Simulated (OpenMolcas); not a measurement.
An OpenMolcas run meant for La⁺ (ANO-R1, X2C; inactive shells 1s 2s 2p 3s 3p 3d 4s 4p 4d 5s 5p; intended active space 2 electrons in 6 orbitals (5d 6s)). One step of its input:

```
&CASPT2
Multistate=15 1 2 3 4 5 6 7 8 9 10 11 12 13 14 15
Frozen=14 9
IPEA=0.25
Imaginary=3.0
MaxIter=60
WThr=0.0 0.3 0.05
PrWF=0.5
NoMix
```

The run finished. Its levels beside those of a sound run (SS-CASPT2, IPEA 0.25 Eh, imaginary shift 0.1 Eh (closed shells correlated: 5s 5p)), in cm⁻¹ above each run's lowest level:

```json
{"Level": "5d² ³F₂ [75 %]", "This run": "0.0", "Usual run": "0.0"}
{"Level": "5d² ³F₃", "This run": "1051", "Usual run": "1180"}
{"Level": "5d² ¹D₂ [66 %]", "This run": "1801", "Usual run": "1389"}
{"Level": "5d 6s ³D₁", "This run": "2160", "Usual run": "1976"}
{"Level": "5d² ³F₄", "This run": "2078", "Usual run": "2202"}
{"Level": "5d 6s ³D₂", "This run": "2844", "Usual run": "2611"}
{"Level": "5d 6s ³D₃", "This run": "3488", "Usual run": "3304"}
{"Level": "5d² ³P₀", "This run": "6631", "Usual run": "6163"}
{"Level": "5d² ³P₁", "This run": "7082", "Usual run": "6731"}
{"Level": "5d² ³P₂", "This run": "7639", "Usual run": "7268"}
{"Level": "6s² ¹S₀", "This run": "10090", "Usual run": "8249"}
{"Level": "5d² ¹G₄", "This run": "9788", "Usual run": "8951"}
{"Level": "5d 6s ¹D₂", "This run": "14132", "Usual run": "11596"}
{"Level": "5d² ¹S₀", "This run": "25914", "Usual run": "20235"}
```

**Question.** Which setting is unsound, and how much does it matter here?

**Answer.** The level shift is far above the usual 0.1 to 0.3 hartree and damps the second-order energy. Against the sound run the excited levels shown move by 1000 cm-1 on average and by 5700 cm-1 at most.

CASPT2 does not keep the components of a term degenerate, so their means are used; among the terms shown or strongly mixed into the levels shown the widest spread is 290 cm-1 (5d² ¹G, the sound run). Configurations are named by rounded mean occupations; where the s occupation lies near a half they are strongly mixed, a name can repeat and a true partner stay unpaired. A single d shell beside an s shell can misplace configurations of different d count against each other. Some terms miss by over 15 % even with CASPT2, which points to a basis or an active space too small for the shells correlated. Only configurations of the active space appear.

A share in square brackets marks a mixed level and gives the weight of the term that names it, the lowest over the columns.
